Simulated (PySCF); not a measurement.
**K: excitation energy**

K [Ar] 4s1 (2S) → K [Ar] 4p1 (2P), as a difference of total energies. Calculation: PySCF 2.14, in aug-cc-pwCVTZ-X2C; scalar relativity by spin-free X2C-1e. Correlated levels: valence and next inner shell: [Ne] frozen. The calculations carry no spin-orbit coupling.

| method | excitation energy (eV) |
| --- | --- |
| UHF | 1.420 |
| MP2 (valence and next inner shell) | 1.601 |
| SCS-MP2 (valence and next inner shell) | 1.563 |
| CCSD (valence and next inner shell) | 1.597 |
| CCSD(T) (valence and next inner shell) | 1.611 |

How much does correlation contribute at CCSD(T) (valence and next inner shell)?

1.611 − (1.420) = 0.191 eV, measured against UHF.

Errors of the correlated levels include the incompleteness of this basis and the frozen core.

For comparison: 1.615 eV (measured; NIST levels, between the centres of gravity of the two terms).
